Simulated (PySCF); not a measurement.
Compound: C5H10ClO (doublet state).
Z-matrix (Å and degrees, GFN2-xTB geometry), rows numbered from 1:
```
C 
C   1  1.5241
C   2  1.5338  1  113.20
C   3  1.5521  2  108.65  1  -170.91
O   4  1.3025  3  116.55  2    69.64
C   3  1.5202  2  111.89  1    67.59
Cl  6  1.7889  3  110.37  2   176.94
H   1  1.0872  2  111.52  3   -66.73
H   1  1.0871  2  109.76  3   173.61
H   1  1.0872  2  110.54  3    54.33
H   2  1.0914  1  109.26  3  -119.31
H   2  1.0925  1  109.80  3   122.57
H   3  1.0939  2  108.80  1   -53.89
H   4  1.1180  3  110.76  2   -61.57
H   4  1.1280  3  104.18  2  -170.71
H   6  1.0909  3  111.34  2    58.51
H   6  1.0887  3  111.82  2   -64.87
```

Identity: `CC[C@H](C[O])CCl` [radical].

Method used: UKS B3LYP, pcH-1 on C Cl H O, non-relativistic, mean-field spin-orbit, GIAO in PySCF 2.14.0. One conformer (not necessarily the lowest) at the GFN2-xTB geometry, without solvent, vibrations or thermal averaging. A GFN2-xTB geometry isn't a minimum of the functional, and hyperfine couplings can be far from their values at a DFT geometry.

Output of the driver script. The program numbers atoms from 0.

```
UKS, coarse grid
  cycle   1  E = -731.74968476  |g| = 6.10e-01
  cycle   2  E = -730.56830306  |g| = 1.66e+00
  cycle   3  E = -731.91388820  |g| = 1.81e-01
  cycle   4  E = -731.92332295  |g| = 1.42e-01
  cycle   5  E = -731.93231229  |g| = 4.12e-02
  cycle   6  E = -731.93306219  |g| = 2.15e-02
  cycle   7  E = -731.93331528  |g| = 5.50e-03
  cycle   8  E = -731.93335026  |g| = 3.01e-03
  cycle   9  E = -731.93336585  |g| = 1.73e-03
  cycle  10  E = -731.93338994  |g| = 1.54e-03
  cycle  11  E = -731.93342508  |g| = 1.24e-03
  cycle  12  E = -731.93346730  |g| = 8.04e-04
  cycle  13  E = -731.93347670  |g| = 3.81e-04
UKS, final grid
  cycle   1  E = -731.93349610  |g| = 3.59e-04
  cycle   2  E = -731.93349618  |g| = 4.77e-04
  cycle   3  E = -731.93349632  |g| = 1.23e-04
  cycle   4  E = -731.93349641  |g| = 1.14e-04
  cycle   5  E = -731.93349662  |g| = 8.56e-05
  cycle   6  E = -731.93349681  |g| = 6.34e-05
  cycle   7  E = -731.93349686  |g| = 2.47e-05
  cycle   8  E = -731.93349687  |g| = 7.56e-06
E = -731.93349687 Eh   <S^2> = 0.7540 (exact 0.7500)
g shifts (ppm)      1          2          3
  rmc          -277       -277       -277
  gc             -7         33         45
  oz_so         678       6417      39802
  total         394       6173      39569
hyperfine (MHz)  atom isotope    a_iso     a_fc   dipolar eigenvalues
    0   13C       0.41       0.41     -0.38     -0.29      0.67
    1   13C      -1.54      -1.54     -1.34     -0.00      1.34
    2   13C       1.31       1.31     -3.28     -2.73      6.01
    3   13C     -44.68     -44.68     -8.84      3.20      5.63
    4   17O     -48.58     -48.58   -248.52    123.59    124.93
    5   13C      -2.00      -2.00     -0.63     -0.24      0.87
    6  35Cl       4.98       4.98     -4.63     -4.54      9.17
    7    1H       0.64       0.64     -0.75     -0.60      1.35
    8    1H       1.78       1.78     -0.69     -0.54      1.23
    9    1H      -0.05      -0.05     -0.83     -0.80      1.63
   10    1H      -0.16      -0.16     -4.36     -3.25      7.61
   11    1H       0.97       0.97     -1.92     -1.52      3.45
   12    1H      -1.96      -1.96     -3.58     -3.04      6.61
   13    1H     113.55     113.55     -7.27     -4.41     11.68
   14    1H     372.87     372.87     -9.51     -4.67     14.18
   15    1H       0.81       0.81     -1.55     -1.25      2.81
   16    1H       4.95       4.95     -1.19     -0.69      1.87
```

Q: The run flagged its g tensor. What set off the flag, and which results does it touch?

A: The largest g shift is +0.040, past the limit of 0.03 at which the run flags a species of elements up to argon. The orbital-Zeeman/spin–orbit term is second order, a sum of spin–orbit matrix elements over excitation energies, so it grows and becomes less reliable as an excited state comes close; a shift of this size calls for a check with another method. The contact and dipolar couplings don't rest on that expansion, but they belong to the state that the SCF found, and a close-lying state with the spin in another orbital would have other couplings; no stability test was run. The run left out the spin–orbit part of the hyperfine coupling.

Q: Where is the spin in this solution (atoms counted from 1)?

A: The largest Mulliken spin populations are on O5 (+0.82), H15 (+0.15) and C4 (-0.07). ⟨S²⟩ = 0.7540 against the exact 0.7500, so spin contamination is small. 

Q: Average a_iso over equivalent nuclei, turn it into first-order splittings with g = 2.0023, and give the multiplets for abundant isotopes (0.05 mT or more).

A: 
| nuclei (from 1) | isotope | I | position | a_iso (MHz) | \|a\| (mT) | splits into |
| --- | --- | --- | --- | --- | --- | --- |
| H15 | 1H | 1/2 | 2 bonds from O5 | 372.9 | 13.31 | 1:1 doublet |
| H14 | 1H | 1/2 | 2 bonds from O5 | 113.6 | 4.05 | 1:1 doublet |
| Cl7 | 35Cl | 3/2 | 4 bonds from O5 | 5.0 | 0.18 | 1:1:1:1 quartet |
| H17 | 1H | 1/2 | 4 bonds from O5 | 4.9 | 0.18 | 1:1 doublet |
| H13 | 1H | 1/2 | 3 bonds from O5 | -2.0 | 0.07 | 1:1 doublet |

Main isotope only: 35Cl (natural samples also hold 24 % 37Cl, magnetic too, which adds its own pattern).
